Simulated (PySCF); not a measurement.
Geometry:
```tsv
atom	x (Å)	y (Å)	z (Å)
C1	0.870	-0.225	2.080
C2	0.729	0.210	0.818
C3	1.890	0.798	0.058
C4	2.210	0.028	-1.219
B5	-0.669	0.224	0.090
O6	-0.910	1.292	-0.719
C7	-2.115	1.423	-1.426
O8	-1.647	-0.719	0.177
C9	-1.568	-1.945	0.848
H10	1.833	-0.164	2.604
H11	0.035	-0.629	2.660
H12	2.781	0.841	0.707
H13	1.636	1.837	-0.211
H14	3.049	0.487	-1.765
H15	2.481	-1.017	-0.998
H16	1.343	0.014	-1.898
H17	-2.151	0.730	-2.284
H18	-2.990	1.215	-0.789
H19	-2.183	2.452	-1.805
H20	-1.995	-1.865	1.861
H21	-2.158	-2.688	0.291
H22	-0.531	-2.307	0.935
```

Geometry: PBE0-D3(BJ)/def2-SVP; GIAO shifts from PySCF, gas phase, non-relativistic, averaged over equivalent atoms.

At PBE0/pcSseg-1 (218 basis functions, 92 s wall time on 1 thread of an Arm Neoverse N1, shared host):
```
                  atoms  δ (ppm)
                     C2    156.8
                     C1    132.4
                  C7/C9     53.2
                     C3     35.7
                     C4     16.8
                     B5     26.1
                  O6/O8    105.0
                    H10     5.89
                    H11     5.44
H17/H18/H19/H20/H21/H22     3.70
                H12/H13     2.17
            H14/H15/H16     0.89
```

Referencing at the same level of theory: ¹³C (σ = 184.41 ppm), ¹H (σ = 31.27 ppm) against TMS; ¹¹B (σ = 100.73 ppm) against BF3·OEt2; ¹⁷O (σ = 334.56 ppm) against H2O.

Question: What do these become at B3LYP/pcSseg-1?

Answer: 
| atoms | δ at B3LYP/pcSseg-1 | change |
| --- | --- | --- |
| C2 | 158.5 | +1.7 |
| C1 | 131.1 | -1.3 |
| C7/C9 | 53.9 | +0.7 |
| C3 | 37.1 | +1.4 |
| C4 | 17.4 | +0.6 |
| B5 | 26.4 | +0.3 |
| O6/O8 | 109.7 | +4.7 |
| H10 | 5.76 | -0.13 |
| H11 | 5.29 | -0.15 |
| H17/H18/H19/H20/H21/H22 | 3.74 | +0.04 |
| H12/H13 | 2.17 | +0.00 |
| H14/H15/H16 | 0.91 | +0.02 |

Referencing at the same level of theory: ¹³C (σ = 179.24 ppm), ¹H (σ = 31.38 ppm) vs TMS; BF3·OEt2 for ¹¹B (σ = 97.83 ppm); H2O for ¹⁷O (σ = 334.04 ppm).

The largest change is at O6/O8 (oxygen bonded to C, B). Cost: 218 basis functions, 68 s wall time on 1 thread of an Arm Neoverse N1, shared host. The order of the carbon signals is the same at both levels.

A carbon bonded to boron is broadened by the quadrupolar boron nucleus and is often missing from a measured spectrum. Experimental scales use liquid or dissolved standards, which lie at an offset from isolated H2O (liquid H2O: subtract about 36 ppm).
